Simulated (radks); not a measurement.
The numbers below are computed, except where a source is named.
Task: The mean radii <r> (bohr) of the occupied orbitals of an atom or ion are listed with their occupations. Code: a radial shooting solver on a logarithmic mesh with Libxc functionals. Model: non-relativistic Kohn-Sham, r2SCAN, spin-polarised, spherical densities, point nucleus; meta-GGA in the generalised Kohn-Sham scheme.

| orbital | occ. | <r> |
|---|---|---|
| 1s up | 1 | 0.1583 |
| 1s down | 1 | 0.1573 |
| 2s up | 1 | 0.7860 |
| 2s down | 1 | 0.8145 |
| 2p up | 3 | 0.7415 |

Name the element and its charge. Open shells, if any, are filled with parallel spins first.

Result: Z = 10, neon, charge +3: Ne3+ in [He] 2s2 2p3. The 1s radius gives Z: for a bare nucleus <r> = 1.5/Z, 0.15 bohr for Z = 10, and screening makes it slightly larger (0.1583 here). The occupations add up to 7, and the charge is Z minus that.
